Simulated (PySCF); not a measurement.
How methods differ on the ionisation energy of Zn²⁹⁺

Zn²⁹⁺ 1s1 (2S) → Zn³⁰⁺ (bare nucleus), as a difference of total energies. Computed with PySCF 2.14 in an uncontracted even-tempered set (17 s from 35 bohr⁻², ratio 2.2; 7 p from 53 bohr⁻², ratio 2.4; 4 d from 160 bohr⁻², ratio 2.4; 3 f from 240 bohr⁻², ratio 2.4; 3 g from 360 bohr⁻², ratio 2.4), with scalar relativity by spin-free X2C-1e. The calculations carry no spin-orbit coupling.

```
method  ionisation energy (eV)
   UHF                 12395.3
   LDA                 12360.3
   PBE                 12391.0
  PBE0                 12392.1
r2SCAN                 12395.8
revPBE                 12394.9
 TPSSh                 12395.7
```

For comparison: 12388.9 eV (theoretical estimate listed by NIST; NIST Atomic Spectra Database, ionization energies).
